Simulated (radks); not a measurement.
N, 7 electrons, occupied as [He] 2s2 2p3 (the NIST ground configuration). All-electron calculation, scalar-relativistic Kohn-Sham, LDA (Slater exchange, Perdew-Wang correlation), spin-polarised, spherical densities, finite nucleus; open shells are filled with parallel spins first; Fermi nuclear charge, rms radius 2.5582 fm. Program: a radial shooting solver on a logarithmic mesh with Libxc functionals.

Normalised radial functions P(r) = r R(r), r in bohr:

```
   r/bohr * 2s down, o 2p down (the largest magnitude, 0.86, reaches the edge; | marks zero, & curves that meet)
 0.009922                             o *
  0.01231                             o  *
  0.01528                             o  *
  0.01897                             o   *
  0.02354                             o    *
  0.02922                             o     *
  0.03655                             o      *
  0.04537                             |o      *
  0.05631                             |o       *
  0.06988                             |o        *
  0.08673                             | o        *
   0.1076                             | o         *
   0.1336                             |  o        *
   0.1671                             |    o     *
   0.2074                             |     o *
   0.2574                             |    *   o
   0.3195                             *          o
   0.3965                       *     |             o
   0.4922                *            |                o
   0.6108          *                  |                   o
   0.7642     *                       |                     o
   0.9484  *                          |                      o
    1.177  *                          |                      o
    1.461     *                       |                    o
    1.813          *                  |                 o
     2.25                *            |              o
    2.793                     *       |           o
    3.494                         *   |       o
    4.336                           * |    o
    5.382                            *|  o
    6.679                             *o
```

2s down: eigenvalue -15.301 eV, 1 radial node at r = 0.320 bohr, <r> = 1.38 bohr, 90 % of the charge inside 2.24 bohr. 2p down (empty): eigenvalue -4.373 eV, 0 radial nodes, <r> = 1.68 bohr, 90 % of the charge inside 3.02 bohr.
